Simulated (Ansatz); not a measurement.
Abridged output of a molecular run in Ansatz:

```
Functional definition: HF
1343 factors; integrals over basis functions are off by at most 1.1e-3 eV
mean field evaluation 1: about -26529.3795 eV, gradient 5.5e1 eV
mean field evaluation 2: about -26529.6503 eV, gradient 5.6e1 eV
mean field evaluation 4: about -26534.7033 eV, gradient 2.9e0 eV
mean field evaluation 8: about -26534.7567 eV, gradient 2.0e-1 eV
mean field -26534.75682528 eV, -975.1343274247 hartree, gradient 2.7e-6 eV, S^2 0.000000; 0 other end points of the search recorded, 0 dependent functions left out
13 core orbitals not correlated: weight in the atoms' cores, before any rotation towards them, 1.000 or more for the frozen orbitals, at most 0.000 for the correlated occupied ones
reference -26534.75682528 eV, -975.1343274247 hartree; 16, 16 occupied and 190, 190 virtual orbitals, 1343 factors
second order -27.76743306 eV of doubles, -0.00000000 eV of singles
cycle   1  -27.76627142 eV  change    1.2e-3 eV  update   9.8e-2
cycle   2  -28.30473863 eV  change   -5.4e-1 eV  update   2.6e-2
cycle   3  -28.42492305 eV  change   -1.2e-1 eV  update   1.3e-2
cycle   4  -28.40984301 eV  change    1.5e-2 eV  update   2.6e-3
cycle   5  -28.40912035 eV  change    7.2e-4 eV  update   1.1e-3
cycle   6  -28.40969351 eV  change   -5.7e-4 eV  update   2.9e-4
cycle   7  -28.40952748 eV  change    1.7e-4 eV  update   1.1e-4
cycle   8  -28.40947825 eV  change    4.9e-5 eV  update   3.0e-5
cycle   9  -28.40948253 eV  change   -4.3e-6 eV  update   1.1e-5
perturbative correction -1.03914000 eV, -0.0381876908 hartree
Total energy: -26564.20544781 eV, -976.2165443417 hartree
```

Its atoms:

Z-matrix (Å, degrees):
```
Si
O 1 1.620
O 1 1.620 2 109.6
O 1 1.620 2 109.6 3 120.3
Cl 1 2.059 2 109.4 3 -119.9
H 2 0.958 1 118.2 3 65.2
H 3 0.958 1 118.2 2 -174.4
H 4 0.958 1 118.2 2 65.4
```

Q: Which basis set was used?
A. def2-QZVPP
B. cc-pV(D+d)Z
C. def2-SVP
D. def2-TZVPP

A: D. It gives 219 functions.

Q: Write the keys of the input that set method, charge and spin (a neutral closed shell needs none for the last two).

A: 
```yaml
correlation: {method: ccsd_t}
```
